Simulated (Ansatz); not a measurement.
Geometry optimisation, RKS PBE-D4/def2-SVP in Ansatz 0.2.0.

input.yaml

```yaml
crystal:
  periodic: [false, false, false]
  atoms:
    - { symbol: Ti, position_ang: [-0.180289, -0.139514, -0.031556] }
    - { symbol: Cl, position_ang: [-0.377824, -0.303996, 2.283817] }
    - { symbol: F, position_ang: [1.471927, -0.112271, -0.572271] }
    - { symbol: Cl, position_ang: [-1.401729, 1.414577, -0.941138] }
    - { symbol: F, position_ang: [-0.81027, -1.637422, -0.628708] }
    - { symbol: O, position_ang: [1.180351, 2.346787, 1.23562] }
    - { symbol: H, position_ang: [2.08599, 1.981453, 1.207621] }
    - { symbol: H, position_ang: [0.823142, 1.957986, 2.074915] }
basis:
  gaussian: { orbitals: def2-SVP }
hamiltonian:
  xc: pbe
  dispersion: d4
relax:
  f_tol: 0.03
  max_steps: 50
```

Command:

```bash
$ ansatz run input.yaml --threads 4 --pin off --max-ram 5120MiB --backend cpu --events-out ev --progress --plain --runs-dir out
```

Where does it end, and by what steps?

The run converged. After 8 steps the energy has fallen by 0.393 eV; O6 moved furthest, 0.48 Å. Joined: Ti1–O6 (3.10 → 2.31 Å).

```csv
step,energy less start (eV),largest force component (eV/Å),accepted
0,0.0000,1.383,yes
1,-0.1547,0.924,yes
2,-0.3088,0.955,yes
3,-0.3159,0.803,yes
4,-0.3833,0.271,yes
5,-0.3890,0.176,yes
6,-0.3921,0.100,yes
7,-0.3929,0.033,yes
8,-0.3931,0.014,yes
```

```xyz
8
Properties=species:S:1:pos:R:3
Ti -0.049 0.092 0.137
Cl -0.470 -0.298 2.308
F 1.605 -0.013 -0.464
Cl -1.367 1.520 -0.888
F -0.640 -1.418 -0.497
O 0.953 1.952 1.081
H 1.910 1.850 0.905
H 0.848 1.823 2.046
```

Whether the end is a true minimum wasn't checked by a vibrational analysis.

Run time: 16 s on 4 threads of Arm Neoverse V1, on a shared host, peak memory 0.19 GiB.
